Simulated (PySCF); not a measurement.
GeH2IN, SMILES [NH2][Ge][I] (connectivity only; charge and spin as stated), neutral, multiplicity 1. Atoms are numbered in the order given.

```xyz
5

Ge     0.4738    -1.3751     0.0000
I     -0.0542     1.1690     0.0000
N     -1.2483    -1.9498     0.0000
H     -2.0797    -1.3619     0.0000
H     -1.4725    -2.9430     0.0000
```
Charge 0, spin multiplicity 1.

Coordinates come from a r2SCAN-D4/def2-SVP optimisation. The def2 effective core potentials stand for the cores of I; spin–orbit coupling is left out. One conformer was computed; it need not be the lowest.

Level of theory: CAM-B3LYP/def2-TZVPD (PySCF).

Mulliken values depend strongly on the basis, most of all with diffuse functions as here. ESP charges are fitted to the potential on shells at 1.4 to 2.0 van der Waals radii. Atomic charges (e):

```
atom  Mulliken  ESP fit
----  --------  -------
Ge1       0.27     0.22
I2       -0.28    -0.19
N3       -0.44    -0.64
H4        0.23     0.29
H5        0.22     0.32
```
